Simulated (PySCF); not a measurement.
**Fine-structure interval of Tm⁶⁰⁺ by level of theory**

Tm⁶⁰⁺ [He] 2s2 2p5 [2p1/2^2 2p3/2^3, M_J = 3/2] → Tm⁶⁰⁺ [He] 2s2 2p5 [2p1/2^1 2p3/2^4, M_J = 1/2], as a difference of total energies. Calculation: PySCF 2.14, in an even-tempered Gaussian basis (17 s from 42 bohr⁻², ratio 2.4; 13 p from 55 bohr⁻², ratio 2.4; 5 d from 190 bohr⁻², ratio 2.6; 4 f from 290 bohr⁻², ratio 2.6); the two-component X2C-1e Hamiltonian. Correlated levels: nothing frozen; the 30 highest virtual spinors dropped. "Screened" scales the spin-orbit matrix elements by Boettger's factors to mimic the two-electron term; Breit and QED terms are absent.

```
                    method  fine-structure interval (cm⁻¹)
 GHF (screened spin-orbit)                         8224800
GMP2 (screened spin-orbit)                         8226200
     GHF (bare spin-orbit)                         8494900
```
